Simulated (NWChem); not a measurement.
Basis-set convergence for H2ClNSi

```xyz
5

Si     0.3025     0.8957     0.0000
Cl    -1.1983    -0.6245     0.0000
N      1.6888    -0.1419     0.0000
H      1.6738    -1.1682     0.0000
H      2.6406     0.2387     0.0000
```
Charge 0, spin multiplicity 1.

Program: NWChem. Structure: optimised with PBE/def2-SVP, a minimum by its harmonic frequencies. It is one conformer; others weren't searched.

Quantity: LUMO energy at the level B3LYP.

B3LYP has NWChem's definition, with VWN1-RPA local correlation. The Pople sets run with spherical d functions. The structure started from a generated list of species.

```
basis        functions  LUMO energy (eV)
-----------  ---------  ----------------
def2-SVP            60                 …
def2-SVPD           87             -1.92
aug-cc-pVDZ         95             -1.96
aug-pcseg-1         95                 …
6-311++G**          96             -2.03
cc-pVTZ            126                 …
def2-TZVPP         143             -1.83
def2-TZVPD         144             -1.93
cc-pVQZ            233             -1.88
def2-QZVP          257             -1.91
```

Task: Fill in the missing entries.

Result: 
- def2-SVP, LUMO energy (eV): -1.58
- aug-pcseg-1, LUMO energy (eV): -1.99
- cc-pVTZ, LUMO energy (eV): -1.79
